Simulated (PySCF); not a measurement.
F4Se, SMILES [Se](F)(F)(F)F (connectivity only; charge and spin as stated), charge +1, multiplicity 2. The structure is a stationary point at B3LYP-D3(BJ)/def2-SVP. The spin state was assumed, not searched. The isomer is the one that the SMILES or the coordinates give; other isomers of the formula were not compared.

Calculation: B3LYP-D3(BJ)/def2-SVP in PySCF.

Harmonic wavenumbers (cm⁻¹): 182, 184, 273, 306, 323, 523, 575, 778, 789. Rotational constants (GHz): 4.856, 3.256, 2.850; symmetry number 2.

**Question.** Work out the zero-point energy and the ideal-gas rigid-rotor harmonic-oscillator thermochemistry at 298.15 K and 1 atm.

**Answer.** ZPE = ½ Σ hcν = ½ × 3932 cm⁻¹ = 23.52 kJ/mol. H − E(el) = 41.27 kJ/mol. Entropy in J/(mol K): translation 171.64, rotation 104.57, vibration 43.48, spin 5.76, total 325.46. G − E(el) = -55.76 kJ/mol. Cp = 85.07 J/(mol K).
